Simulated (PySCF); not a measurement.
**`C[C@@H]1CO[Si@H](Cl)O1`, C3H7ClO2Si**

Molfile (atoms numbered from 1):
```
C3H7ClO2Si
     RDKit          3D

 14 14  0  0  0  0  0  0  0  0999 V2000
   -1.5982    0.2011    0.6043 C   0  0  0  0  0  0  0  0  0  0  0  0
   -0.6224    0.1719   -0.5640 C   0  0  2  0  0  0  0  0  0  0  0  0
    0.1806   -1.1502   -0.6117 C   0  0  0  0  0  0  0  0  0  0  0  0
    1.4178   -0.9268    0.0069 O   0  0  0  0  0  0  0  0  0  0  0  0
    1.7926    0.6655    0.0141 Si  0  0  2  0  0  4  0  0  0  0  0  0
    2.3823    1.2359    1.8254 Cl  0  0  0  0  0  0  0  0  0  0  0  0
    0.3185    1.2124   -0.4256 O   0  0  0  0  0  0  0  0  0  0  0  0
   -1.0667   -0.0188    1.5277 H   0  0  0  0  0  0  0  0  0  0  0  0
   -2.3867   -0.5319    0.4555 H   0  0  0  0  0  0  0  0  0  0  0  0
   -2.0409    1.1904    0.6860 H   0  0  0  0  0  0  0  0  0  0  0  0
   -1.1527    0.3340   -1.5086 H   0  0  0  0  0  0  0  0  0  0  0  0
   -0.3324   -1.9536   -0.0804 H   0  0  0  0  0  0  0  0  0  0  0  0
    0.3561   -1.4559   -1.6477 H   0  0  0  0  0  0  0  0  0  0  0  0
    2.7514    1.0255   -1.0104 H   0  0  0  0  0  0  0  0  0  0  0  0
  1  2  1  0
  2  3  1  0
  3  4  1  0
  4  5  1  0
  5  6  1  0
  5  7  1  0
  7  2  1  0
  1  8  1  0
  1  9  1  0
  1 10  1  0
  2 11  1  6
  3 12  1  0
  3 13  1  0
  5 14  1  6
M  END
```

Method: TDDFT PBE0/def2-SVPD circular dichroism and optical rotation, one conformer, gas phase in PySCF. Geometry: GFN2-xTB.

States above about 8.2 eV (minus the energy of the highest occupied orbital) lie near or above the ionisation threshold and depend on the basis. Singlets 6 and 7 lie within 0.01 eV of each other, so their separate moments and overlaps can depend on how they mix.

Stereocentres: C2 R, Si5 S.

(1) Give the optical rotatory dispersion at 633, 589.3, 546, 436, 405, 365, 355 nm.

(2) And for the mirror image at 589.3 nm?

(3) What is the molar rotation [Φ] = [α]·M/100 of the geometry above at 589.3 nm?

Answers

(1) [α] in deg dm⁻¹ (g/mL)⁻¹:
| λ (nm) | origin-invariant length gauge | modified velocity gauge | length gauge (centre of mass) | isotropic polarisability (au) |
| --- | --- | --- | --- | --- |
| 633 | +38.3 | +35.9 | +38.9 | 76.4 |
| 589.3 | +44.7 | +42.0 | +45.4 | 76.7 |
| 546 | +52.9 | +49.7 | +53.7 | 77.0 |
| 436 | +88.5 | +83.5 | +89.9 | 78.2 |
| 405 | +105.7 | +99.9 | +107.3 | 78.7 |
| 365 | +137.0 | +129.9 | +139.0 | 79.7 |
| 355 | +147.2 | +139.7 | +149.3 | 80.0 |

(2) -44.7 deg dm⁻¹ (g/mL)⁻¹ (origin-invariant length gauge): the same size and the opposite sign.

(3) With M = 138.62 g/mol, +62.0 deg cm² dmol⁻¹ (origin-invariant length gauge).

The first excitation lies at 7.51 eV (165 nm) with R = +9.2 × 10⁻⁴⁰ esu² cm² (velocity form).
